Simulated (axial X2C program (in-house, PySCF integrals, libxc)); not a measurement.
**What spin–orbit coupling does to YB**

All values were computed with an axial X2C code built on PySCF integrals. Spin-free means the one-electron spin-free X2C Hamiltonian; two-component (2c) means X2C with spin–orbit coupling and atomic mean-field two-electron Coulomb and Gaunt terms, so the difference of the two also holds small scalar two-electron terms. Basis: Y dyall-cv3z [11s12p9d6f3g], B dyall-v3z [7s6p2d1f] (cores contracted in-house); Gaussian nuclei, density fitting, unrestricted open shells. Masses: Y 88.906 u, B 11.009 u.

Spin-free state: M_S = 2, Λ = 0 (beyond evenly filled blocks: 2 × σα, π+α, π-α); fragments Y + B.

```
  level  Re (Å)  ωe (cm⁻¹)  μ (D)
     HF   2.251      580.2  -6.06
    MP2   2.188      637.7    n/a
   CCSD   2.220      593.4    n/a
CCSD(T)   2.224      591.9    n/a
   BP86   2.239      557.2  -4.47
```

Correlated methods: 14 electrons correlated (number of frozen shells: Y 3 s, 2 p, 1 d; B 1 s), 288 virtual spin orbitals or spinors in MP2, 90 natural virtuals in coupled cluster.

Dipoles are positive if B is the positive end.

Two-component determinant lowest at the distance of the search:

Ω = 2 (⟨Sz⟩ = 2.00, ⟨Lz⟩ = 0.00 at HF); fragments Y + B.

```json
{"level": "HF", "Re (Å)": "2.250", "ωe (cm⁻¹)": "580.2", "μ (D)": "-6.05"}
{"level": "MP2", "Re (Å)": "2.188", "ωe (cm⁻¹)": "638.0", "μ (D)": "n/a"}
{"level": "CCSD", "Re (Å)": "2.219", "ωe (cm⁻¹)": "593.7", "μ (D)": "n/a"}
{"level": "CCSD(T)", "Re (Å)": "2.223", "ωe (cm⁻¹)": "592.8", "μ (D)": "n/a"}
{"level": "BP86", "Re (Å)": "2.239", "ωe (cm⁻¹)": "557.1", "μ (D)": "-4.46"}
```

Q: From the two tables, how do the constants change at the CCSD(T) level (2c against spin-free)?

A: At the CCSD(T) level Re is unchanged within 0.001 Å and ωe increases by 0.9 cm⁻¹.

Occupations by symmetry block were frozen at the best pattern of an incomplete PBE0 search. De is not given where an atomic determinant may have missed its ground term or J level, or where the truncated virtual space spoils (T). Density functionals use the spin component along the axis (collinear). Coupled cluster ran in a truncated set of natural virtual spinors; the MP2 energy of the rest was added. (T) has no such correction and the atoms are truncated less, which lowers De at CCSD(T) by a hundredth of an eV or more. PBE0 can misorder states that lie within some tenths of an eV, so this need not be the ground state of the molecule. The nearest other spin-free determinant of the search, M_S = 1, Λ = 0, lies 0.47 eV up at the distance of the search. Without a current term, density functionals place determinants with orbital angular momentum somewhat too high. The spin of this state cannot come from the lowest atoms; the curve heads to a higher limit, and no De is given. With several unpaired electrons one determinant need not be a pure state. Open-shell Ω = 0 determinants with evenly filled partner blocks cannot be reached by this program, so the Ω shown need not be the lowest component. Some points did not converge and are left out. The stretched end of a curve changes character and is left out.
